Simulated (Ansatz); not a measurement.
Reactions of `[NH2][AlH][N]([SiH3])[SiH3]`.

Gas-phase electronic energies from Ansatz, PBE0-D4/def2-TZVP geometries. CCSD(T)/CBS is the MP2 limit (def2-TZVPP, def2-QZVPP) plus CCSD(T) − MP2 in def2-TZVPP, frozen cores. This one scheme is used for every species. DFT in def2-TZVPP. B3LYP here is the variant with VWN-RPA as its local correlation; programs differ in this. For Se outer-core shells are correlated without core-valence functions, which leaves a few kJ/mol of doubt a bond. Scalar relativity is left out up to krypton. Each species was taken in one conformer, which may not be the lowest.

```json
{"reaction": "`[NH2][AlH][N]([SiH3])[SiH3]` + H₂O → `[NH2][AlH][OH]` + `[SiH3]N[SiH3]`", "B2PLYP (kcal/mol)": "-10.1", "MP2/CBS(def2) (kcal/mol)": "-7.0", "B3LYP-D4 (kcal/mol)": "-8.3"}
{"reaction": "`[NH2][AlH][N]([SiH3])[SiH3]` + `[SiH3][SiH2]Cl` → `[NH2][AlH][SiH]([SiH3])Cl` + `[SiH3]N[SiH3]`", "B2PLYP (kcal/mol)": "22.3", "MP2/CBS(def2) (kcal/mol)": "24.4", "B3LYP-D4 (kcal/mol)": "21.7"}
{"reaction": "`[NH2][AlH][N]([SiH3])[SiH3]` + H₂Se → `[NH2][AlH][SeH]` + `[SiH3]N[SiH3]`", "B2PLYP (kcal/mol)": "-5.1", "MP2/CBS(def2) (kcal/mol)": "-5.0", "B3LYP-D4 (kcal/mol)": "-3.7"}
{"reaction": "`[NH2][AlH][N]([SiH3])[SiH3]` + `C=C` → `C=[CH][AlH][NH2]` + `[SiH3]N[SiH3]`", "B2PLYP (kcal/mol)": "23.0", "MP2/CBS(def2) (kcal/mol)": "24.7", "B3LYP-D4 (kcal/mol)": "23.7"}
```

(1) Give the CCSD(T)/CBS values in the same order. (Estimate.)

Largest T1 diagnostic: 0.012, for `[NH2][AlH][SiH]([SiH3])Cl`.

Results:

(1) Computed: -7.0, 22.6, -4.5, 24.3 kcal/mol.
